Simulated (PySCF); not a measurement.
methanethiol (CH4S), singlet, at a GFN2-xTB geometry. Base run: HF/cc-pVDZ run with PySCF.

The PySCF input:
```python
from pyscf import gto, scf

mol = gto.Mole()
mol.atom = '''
    C    -0.05927499    1.15601846    0.01107955
    S    -0.04290118   -0.66526221   -0.00699584
    H     1.28189339   -0.79710439    0.00234827
    H    -1.10311348    1.45230554    0.00564055
    H     0.42444570    1.51749985    0.91319673
    H     0.43884321    1.53538357   -0.87572948
'''
mol.basis = 'cc-pvdz'
mol.verbose = 3
mol.build()

mf = scf.RHF(mol)
mf.kernel()
mo_i, mo_e, stable_i, stable_e = mf.stability(internal=True, external=True, return_status=True, nroots=6, tol=1e-6)
print('internally stable:', stable_i, ' externally stable:', stable_e)
if not stable_e:
    umf = mf.to_uhf() if not hasattr(mf, 'xc') else mf.to_uks()
    umf.scf_summary = {}
    umf.kernel(umf.make_rdm1(mo_e, umf.mo_occ))
```

The bond that is stretched is that between atoms 3 and 2. A test that says stable can miss a lower solution.

Variants of this job, named by their change:

| change | ΔE vs base (mEh) | <S^2> | E after following the instability (Eh) | <S^2> there | HOMO-LUMO gap (eV) | stability test says |
|---|---|---|---|---|---|---|
| base | 0.000 | 0.000 | - | - | 13.90 | stable |
| bond × 1.25 | 34.295 | 0.000 | - | - | 12.44 | stable |
| bond × 1.5 | 91.226 | 0.000 | -437.64470 | 0.50 | 10.82 | external instability |
| bond × 1.8 | 152.1 | 0.000 | -437.62811 | 0.86 | 9.40 | external instability |
| bond × 2.2 | 211.9 | 0.000 | -437.62375 | 0.98 | 6.89 | external instability |
| bond × 3.0 | 279.2 | 0.000 | -437.62280 | 1.01 | 4.19 | external instability |

Where a bond breaks into two radicals, a solution with restricted orbitals usually stops being the lowest and lies too high; an unrestricted one lies lower at the price of spin contamination, which <S^2> shows.
